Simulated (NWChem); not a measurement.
Molecule: C₂H₃FO₂Si; SMILES O=C1C[Si@@H](F)O1

```xyz
9

O      0.2004     2.4143    -0.3322
C      0.0345     1.2654    -0.0893
C     -1.2449     0.4156     0.0012
Si    -0.0404    -0.9379     0.4321
F      0.1770    -2.0876    -0.6766
O      1.0357     0.3693     0.2093
H     -1.7684     0.3460    -0.9638
H     -1.9453     0.7956     0.7587
H      0.0598    -1.5769     1.7577
```
Atoms are numbered in this order, from 1.

All runs: NWChem. Medium grid unless said otherwise, to which SCAN and Minnesota functionals are sensitive. All runs use the structure optimised with PBE0/def2-SVP.

For level M06/def2-SVP:

* **highest occupied level (eV)**: -8.34
* **orbital gap (eV)**: 8.21
* **dipole (D)**: 3.79

How do the values read with level TPSSh/def2-SVP instead?

The highest occupied level (eV) is -7.28, the orbital gap (eV) is 6.66 and the dipole (D) is 3.55.
